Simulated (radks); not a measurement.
Results of a calculation; reference values are marked as such.
Excited configurations of Ti3+: one electron is placed in a higher orbital outside [Ar]. The ground configuration is [Ar] 3d1. Level of theory: non-relativistic Kohn-Sham, SCAN, spin-polarised, spherical densities, point nucleus; open shells are filled with parallel spins first; meta-GGA in the generalised Kohn-Sham scheme (a radial shooting solver on a logarithmic mesh with Libxc functionals). Excitation = E - E(ground); binding = E(ion) - E, where the ion is the core of charge +4; n* = 4/sqrt(2 binding) in atomic units, and the quantum defect is n - n*.

outer orbital	excitation (eV)	binding (eV)	eigenvalue (eV)	<r> (bohr)
4d	24.166	18.939	-16.502	3.623
4f	29.466	13.639	-11.609	4.376
5p	28.401	14.704	-13.234	5.398
5d	31.811	11.294	-10.057	6.540
5f	34.209	8.897	-7.828	7.615
6p	33.798	9.307	-8.394	8.661
6d	35.560	7.545	-6.762	10.20
7d	37.749	5.356	-4.857	14.60
7f	38.524	4.581	-4.131	16.38

The Delta-SCF ionisation energy is 43.105 eV (NIST Atomic Spectra Database: 43.267 eV, measured). Self-interaction in the functional shifts the binding energies and quantum defects, so they are the method's values and not measured ones. Open shells are spherical and high-spin; term and fine-structure splittings are not resolved.
